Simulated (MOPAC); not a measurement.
MOPAC input (PM3):

```
PM3 PRECISE GNORM=0.05 LET XYZ UHF MS=0.5 GEO-OK AUX(PRECISION=9) THREADS=1
CHO

C    -0.05316400 1   -0.04635300 1   -0.58158900 1
O    -0.06242300 1    0.00239200 1    0.58918400 1
H     0.81836600 1    0.25898200 1   -1.22393700 1
```

Output:

```
 *******************************************************************************
 **                                                                           **
 **                              MOPAC v23.2.5                                **
 **                                                                           **
 *******************************************************************************
 ** MOPAC's Digital Object Identifier: https://doi.org/10.5281/zenodo.6511958 **
 **                                                                           **
 ** Please cite the open-source release paper for use of this MOPAC version:  **
 ** J. E. Moussa and J. J. P. Stewart (2026)                                  **
 ** MOPAC: An open-source semiempirical molecular orbital program             **
 ** J. Open Source Softw., 11(119), 8025, https://doi.org/10.21105/joss.08025 **
 *******************************************************************************

                              PM3 CALCULATION RESULTS

 *******************************************************************************
 *  PM3        - The PM3 Hamiltonian to be used
 *  GEO-OK     - OVERRIDE INTERATOMIC DISTANCE AND OTHER SAFETY CHECKS
 *  UHF        - UNRESTRICTED HARTREE-FOCK CALCULATION
 *  MS=        - IN MECI, MAGNETIC COMPONENT OF SPIN =  0.5
 *  LET        - OVERRIDE SOME SAFETY CHECKS
 *  PRECISE    - TIGHTER CRITERIA TO BE USED
 *  XYZ        - CARTESIAN COORDINATE SYSTEM TO BE USED
 *  GNORM      - EXIT WHEN GRADIENT NORM DROPS BELOW 0.050
 *  AUX        - OUTPUT AUXILIARY INFORMATION
 *******************************************************************************
PM3 PRECISE GNORM=0.05 LET XYZ UHF MS=0.5 GEO-OK AUX(PRECISION=9) THREADS=1
 CHO

   ATOM   CHEMICAL          X               Y               Z
  NUMBER   SYMBOL      (ANGSTROMS)     (ANGSTROMS)     (ANGSTROMS)

     1       C         -0.05316400  *  -0.04635300  *  -0.58158900  *
     2       O         -0.06242300  *   0.00239200  *   0.58918400  *
     3       H          0.81836600  *   0.25898200  *  -1.22393700  *

          CARTESIAN COORDINATES

    NO.       ATOM           X           Y           Z

     1         C         -0.0532     -0.0464     -0.5816
     2         O         -0.0624      0.0024      0.5892
     3         H          0.8184      0.2590     -1.2239

  H: (PM3): J. J. P. STEWART, J. COMP. CHEM. 10, 209 (1989).
  C: (PM3): J. J. P. STEWART, J. COMP. CHEM. 10, 209 (1989).
  O: (PM3): J. J. P. STEWART, J. COMP. CHEM. 10, 209 (1989).

           Empirical Formula: C H O  =     3 atoms

      MOLECULAR POINT GROUP   :   Cs

          UHF CALCULATION, NO. OF ALPHA ELECTRONS =    6
                           NO. OF BETA  ELECTRONS =    5

          Geometry optimization using EF

          DIAGONAL MATRIX USED AS START HESSIAN

 CYCLE:     1  GRAD.:    47.394 HEAT: -8.370701
 CYCLE:     2  GRAD.:   642.543 HEAT:  19.16314
 CYCLE:     3  GRAD.:   553.858 HEAT:  27.66952
 CYCLE:     4  GRAD.:   176.041 HEAT: -5.434030
 CYCLE:     5  GRAD.:   267.057 HEAT: -4.291222
 CYCLE:     6  GRAD.:    59.112 HEAT: -9.279281
 CYCLE:     7  GRAD.:    46.279 HEAT: -8.911135
 CYCLE:     8  GRAD.:     5.652 HEAT: -10.21300
 CYCLE:     9  GRAD.:     1.434 HEAT: -10.23184
 CYCLE:    10  GRAD.:     0.376 HEAT: -10.23274
 CYCLE:    11  GRAD.:     0.212 HEAT: -10.23279
 CYCLE:    12  GRAD.:     0.116 HEAT: -10.23280
 CYCLE:    13  GRAD.:     0.007 HEAT: -10.23281

     GRADIENT =  0.00651 IS LESS THAN CUTOFF =  0.05000

 -------------------------------------------------------------------------------
 PM3 PRECISE GNORM=0.05 LET XYZ UHF MS=0.5 GEO-OK AUX(PRECISION=9) THREADS=1
 CHO

     GEOMETRY OPTIMISED USING EIGENVECTOR FOLLOWING (EF).
     SCF FIELD WAS ACHIEVED

                              PM3 CALCULATION
                                                       MOPAC v23.2.5 Linux

          FINAL HEAT OF FORMATION =        -10.23281 KCAL/MOL =     -42.81408 KJ/MOL

          COSMO AREA              =         59.00 SQUARE ANGSTROMS
          COSMO VOLUME            =         41.21 CUBIC ANGSTROMS

          GRADIENT NORM           =          0.00651          =       0.00376 PER ATOM
          IONIZATION POTENTIAL    =          9.048663 EV
          ALPHA SOMO LUMO (EV)    =         -9.049  0.660
          BETA  SOMO LUMO (EV)    =        -14.188  0.948
          NO. OF ALPHA ELECTRONS  =          6
          NO. OF BETA  ELECTRONS  =          5
          MOLECULAR WEIGHT        =         29.0183         POINT GROUP:  Cs

          MOLECULAR DIMENSIONS (Angstroms)

            Atom       Atom       Distance
            H     3    O     2     2.09402
            O     2    C     1     0.41728
            C     1    H     3     0.00000

          SCF CALCULATIONS        =         14

   ATOM   CHEMICAL          X               Y               Z
  NUMBER   SYMBOL      (ANGSTROMS)     (ANGSTROMS)     (ANGSTROMS)

     1       C         -0.00474576  *  -0.02709545  *  -0.56590410  *
     2       O         -0.08692435  *  -0.00665544  *   0.59686412  *
     3       H          0.74884106  *   0.22855039  *  -1.30868180  *

                             CARTESIAN COORDINATES

   1    C       -0.004745758    -0.027095452    -0.565904105
   2    O       -0.086924346    -0.006655444     0.596864123
   3    H        0.748841062     0.228550392    -1.308681801

           Empirical Formula: C H O  =     3 atoms

      MOLECULAR POINT GROUP   :   Cs

          ALPHA EIGENVALUES
 -38.83338 -22.92748 -17.35259 -15.55009 -15.22849  -9.04866   0.65973   2.65966
   6.30131

           BETA EIGENVALUES
 -38.59605 -22.06498 -16.71360 -15.07598 -14.18779   0.94839   1.23919   3.39452
   7.21205

              NET ATOMIC CHARGES AND DIPOLE CONTRIBUTIONS

  ATOM NO.   TYPE          CHARGE      No. of ELECS.   s-Pop       p-Pop
    1          C           0.113773        3.8862     1.41678     2.46945
    2          O          -0.184057        6.1841     1.83695     4.34711
    3          H           0.070285        0.9297     0.92972
 DIPOLE           X         Y         Z       TOTAL
 POINT-CHG.     0.327     0.068    -1.279     1.322
 HYBRID         0.701     0.273     0.099     0.759
 SUM            1.029     0.342    -1.180     1.602

          ATOMIC ORBITAL ELECTRON POPULATIONS

     Atom    s        px        py        pz
    1  C   1.41678   0.90163   0.67402   0.89380
    2  O   1.83695   1.64377   1.40851   1.29483
    3  H   0.92972

                    (SZ)    =    0.500000
                    (S**2)  =    0.755715

          ATOMIC ORBITAL SPIN POPULATIONS

    Atom   Total    s     px     py     pz
         Atomic
    1  C  0.6457  0.161  0.320  0.100  0.065
    2  O  0.1830  0.002  0.178 -0.019  0.023
    3  H  0.1713  0.171

 **********************
 *                    *
 * JOB ENDED NORMALLY *
 *                    *
 **********************

 == MOPAC DONE ==
```

The geometry given is a B3LYP-D3(BJ)/def2-TZVP minimum.
